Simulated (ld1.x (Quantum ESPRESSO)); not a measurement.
## Cr, TM: configuration errors across variants

* Element: Cr
* Generator: ld1.x (Quantum ESPRESSO) 7.5
* Type: norm-conserving Troullier–Martins (Kleinman–Bylander form)
* Functional: PBE
* Relativity: scalar-relativistic
* Frozen core: [Ne]
* Valence charge: 14
* Reference configuration: 3s2 3p6 3d3 4s0 4p0 (charge +3)
* Partial waves: 3s (bound): rc 1.45 bohr; 3p (bound): rc 0.95 bohr; 3d (bound): rc 0.95 bohr
* Local potential: all-electron potential smoothed inside 0.80 bohr (lloc = -1)
* Core correction: none

All-electron excitation energies from the reference (eV): (1) 3s2 3p6 3d5 4s1 4p0 -53.702; (2) 3s2 3p6 3d5 4s0 4p0 -46.801; (3) 3s2 3p6 3d4 4s0 4p0 -30.749; (4) 3s2 3p6 3d5.5 4s0.5 4p0 -52.976; (5) 3s2 3p6 3d2 4s0 4p0 48.360; (6) 3s2 3p6 3d6 4s0 4p0 -51.970; (7) 3s2 3p6 3d4 4s2 4p0 -53.802.

Tests that are not counted but printed errors over 1 eV. “all radii scaled by about 0.78 (s 1.14, p 0.74, d 0.74 bohr); local potential all-electron potential smoothed inside 0.62 bohr (lloc = -1)”: 3s2 3p6 3d5 4s1 4p0 (solver errors, printed error -2272 eV); 3s2 3p6 3d4 4s2 4p0 (solver errors, printed error -2315 eV).

A true bound ghost makes a file unfit for plane-wave use even where its test errors are small: the radial tests pick states by their node count and pass the ghost by. Where a test does run into it, the solver fails or the error is huge.

Errors AE − PS in meV (a dash: test not solved or not reliable):

| change | (1) | (2) | (3) | (4) | (5) | (6) | (7) | bound ghosts |
| --- | --- | --- | --- | --- | --- | --- | --- | --- |
| base | +576 | +23 | +12 | +267 | +34 | +23 | +1581 | none |
| all radii scaled by about 0.78 (s 1.14, p 0.74, d 0.74 bohr); local potential all-electron potential smoothed inside 0.62 bohr (lloc = -1) | – | +16 | +7.1 | – | +32 | +17 | – | s |
| all radii scaled by about 0.88 (s 1.28, p 0.84, d 0.84 bohr); local potential all-electron potential smoothed inside 0.70 bohr (lloc = -1) | +773 | +18 | +9.0 | +332 | +30 | +20 | +2326 | none |
| all radii scaled by about 1.05 (s 1.52, p 1.00, d 1.00 bohr); local potential all-electron potential smoothed inside 0.84 bohr (lloc = -1) | +574 | +25 | +13 | +269 | +37 | +25 | +1545 | none |
| all radii scaled by about 1.20 (s 1.74, p 1.14, d 1.14 bohr); local potential all-electron potential smoothed inside 0.96 bohr (lloc = -1) | +584 | +29 | +16 | +277 | +46 | +28 | +1523 | none |
| all radii scaled by about 1.39 (s 2.02, p 1.32, d 1.32 bohr); local potential all-electron potential smoothed inside 1.12 bohr (lloc = -1) | +505 | +29 | +18 | +241 | +59 | +23 | +1290 | none |

**Question.** Give the same row for: all radii scaled by about 1.30 (s 1.88, p 1.24, d 1.24 bohr); local potential all-electron potential smoothed inside 1.04 bohr (lloc = -1).

**Answer.** +543, +30, +18, +260, +54, +26, +1396; bound ghosts: none.
